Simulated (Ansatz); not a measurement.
Start from `N=C[SiH](O)Br` and change one atom or group to get `CN[SiH](O)Br`.

Ansatz, PBE0-D4/def2-TZVP geometries, multiplicity 1. Each molecule was computed in one conformer, which needn't be the lowest.

Scalar relativity is left out up to krypton. Spin–orbit coupling is left out; it splits and shifts lone-pair levels of the heavy atoms by tenths of an eV.

| property | `N=C[SiH](O)Br` |
| --- | --- |
| HOMO–LUMO gap (B3LYP/def2-TZVPP) / eV | 5.63 |
| size of the dipole moment (B3LYP/def2-TZVPP) / D | 1.33 |
| HOMO energy (B3LYP/def2-TZVPP) / eV | -7.23 |
| LUMO energy (PBE0/def2-TZVPP) / eV | -1.38 |
| size of the dipole moment (ωB97M-V/def2-TZVPP) / D | 1.36 |
| HOMO–LUMO gap (PBE0/def2-TZVPP) / eV | 6.06 |

(1) What does the change do to each property? (Best estimate.)

## Answers

(1) Computed: 
```csv
property,`CN[SiH](O)Br`,shift
HOMO–LUMO gap (B3LYP/def2-TZVPP) / eV,7.33,1.70
size of the dipole moment (B3LYP/def2-TZVPP) / D,3.35,2.02
HOMO energy (B3LYP/def2-TZVPP) / eV,-7.08,0.15
LUMO energy (PBE0/def2-TZVPP) / eV,0.58,1.96
size of the dipole moment (ωB97M-V/def2-TZVPP) / D,3.37,2.01
HOMO–LUMO gap (PBE0/def2-TZVPP) / eV,7.90,1.84
```

With PBE0 the HOMO rises by 0.13 eV and the LUMO rises by 1.96 eV, so the gap widens by about 1.83 eV. PBE moves the HOMO by 0.07 eV and ωB97M-V by 0.11 eV. Dipoles are sizes alone; their direction can turn.

Positive LUMOs are unbound, so they and the gaps depend on the basis.

B3LYP here is the variant with VWN-RPA as its local correlation; programs differ in this.
